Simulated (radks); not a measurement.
Results of a calculation; reference values are marked as such.
Cr4+, configuration [Ne] 3s2 3p5.75 3d2 4f0.25 (fractional occupations, a model configuration).

Level of theory: scalar-relativistic Kohn-Sham, PBEsol, spin-unpolarised, spherical densities, finite nucleus; Fermi nuclear charge, rms radius 3.6452 fm (a radial shooting solver on a logarithmic mesh with Libxc functionals).

Energy parts (hartree):
part                       energy
total                 -1044.89012
kinetic                1055.51551
electron-nucleus      -2447.58085
Hartree                 392.76491
exchange-correlation    -45.58969

Orbitals (lengths in bohr, moments of r in powers of bohr; r(90%) holds 90 % of the orbital's charge):
| orbital | occ. | eigenvalue (hartree) | r(90%) |
|---|---|---|---|
| 1s | 2 | -218.3120 | 0.114 |
| 2s | 2 | -26.96827 | 0.455 |
| 2p | 6 | -23.06807 | 0.427 |
| 3s | 2 | -4.99915 | 1.30 |
| 3p | 5.75 | -3.92302 | 1.39 |
| 3d | 2 | -2.24869 | 1.63 |
| 4s | 0 | -1.54049 | 3.18 |
| 4p | 0 | -1.26858 | 3.56 |
| 4f | 0.25 | -0.61907 | 5.47 |

The highest occupied level is 4f at -16.846 eV. The configuration is held as typed, so some empty levels lie below it. Summed over all electrons, <r^2> = 14.38 bohr^2, which gives a Langevin (diamagnetic) susceptibility term of -11.4 x 10^-6 cm^3/mol. The electron density at the nucleus is 1.149e+04 e/bohr^3 (large components only). The density falls to 0.001 e/bohr^3 at r = 2.81 bohr.
